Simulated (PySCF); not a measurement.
Job for PySCF: R-B3LYP/6-31G* on BF2H (SMILES FBF), a point of a bond scan (R = 1.318 Å).

```python
from pyscf import gto, scf, dft, mp
from pyscf.data.elements import chemcore

mol = gto.M(
    atom='''
    B    -0.23542436   -0.38535740    0.08189990
    H    -0.84419732   -1.38183527    0.29368107
    F     0.89919528   -0.13880538    0.70491879
    F    -0.67460427    0.50643007   -0.78304996
    ''',
    basis='6-31g*',
    cart=True,
    charge=0, spin=0, verbose=3, max_memory=1800)
mf = dft.RKS(mol, xc='b3lyp')
mf.conv_tol = 1e-8
mf.max_cycle = 100
mf.kernel()
if not mf.converged:
    mf = mf.newton().run(mf.mo_coeff, mf.mo_occ)
```

Problem. Predict the final total energy.

Solution. -225.2453 hartree.
